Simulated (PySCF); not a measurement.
SMILES N#Cc1ccc([SiH3])s1 (C5H5NSSi), singlet at its GFN2-xTB optimised geometry (Å):

```
13

N     -2.2534    -3.3596    -0.0007
C     -1.5571    -2.4466    -0.0001
C     -0.7067    -1.3406     0.0000
C      0.6667    -1.3406     0.0000
C      1.1978    -0.0430     0.0000
C      0.2535     0.9487     0.0002
Si     0.4989     2.8132     0.0011
S     -1.3391     0.2784     0.0005
H      1.2531    -2.2424    -0.0001
H      2.2534     0.1641    -0.0001
H     -0.1244     3.3567     1.2079
H     -0.1394     3.3596    -1.1966
H      1.9425     3.0403    -0.0077
```

Method: B3LYP/def2-TZVP in PySCF 2.14.0.

Map of the Laplacian of the electron density (e/bohr⁵) on the plane z = 0.8 Å:

```
|666666666666666666666666666|
|666666666666666666666666666|
|666666666666666666666666666|
|666666666666666666666666666|
|666666666666666666666666666|
|666666666666504666666666666|
|666666666666515666666666666|
|666666666666667766666666666|
|666666666666666666666666666|
|666666666666677666666666666|
|666666666677777766666666666|
|666666666667777776666666666|
|666666667436778777766666666|
|666666667547777777766666666|
|666666666777777877766666666|
|666666666777888877666666666|
|666666666777787776666666666|
|666666666788777776666666666|
|666666667788777776666666666|
|666666678887666666666666666|
|666666789876666666666666666|
|666666799876666666666666666|
|666666788766666666666666666|
|666666666666666666666666666|
|666666666666666666666666666|
|666666666666666666666666666|
|666666666666666666666666666|
```
Scale: ten equal steps from -0.381 (start of '0') to 0.246 (end of '9'), in the order '0123456789'; x runs from -5.50 to 5.50, y from -5.50 (bottom) to 5.50 (top).
